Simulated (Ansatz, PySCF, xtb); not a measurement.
Homolysis of single bonds, series Ga Br-H. All species are isolated molecules in the gas phase. Strings in code marks are SMILES.

Quantity: homolytic bond dissociation enthalpy at 298 K (no spin–orbit term), in kJ/mol. Thermal and zero-point terms are GFN2-xTB rigid-rotor harmonic values (xtb).

Level 1: frozen-core CCSD(T)/cc-pVTZ // TPSSh-D3(BJ)/def2-TZVP (Ansatz, a first-principles code)
Level 2: BP86/6-31G* // TPSSh-D3(BJ)/def2-TZVP (PySCF)
Level 3: HF/6-31G* // TPSSh-D3(BJ)/def2-TZVP (PySCF)
Level 4: HF/cc-pVTZ // TPSSh-D3(BJ)/def2-TZVP (Ansatz)

```tsv
species	level 2	level 3	level 4
Ga–Br bond of `[GaH2][Br]`, giving `[Br]` and `[GaH2]`	384.2	294.6	297.1
Br–Ga bond of `[Br][Ga]([Br])[Br]`, giving `[Br]` and `[Br][Ga][Br]`	333.0	259.6	265.0
Br–Ga bond of `[Br][GaH][Br]`, giving `[Br]` and `[GaH][Br]`	358.0	275.9	280.7
```

Task: What does level 1 give for each?

Result: 
- Ga–Br bond of `[GaH2][Br]`, giving `[Br]` and `[GaH2]`: 399.6
- Br–Ga bond of `[Br][Ga]([Br])[Br]`, giving `[Br]` and `[Br][Ga][Br]`: 371.7
- Br–Ga bond of `[Br][GaH][Br]`, giving `[Br]` and `[GaH][Br]`: 385.9
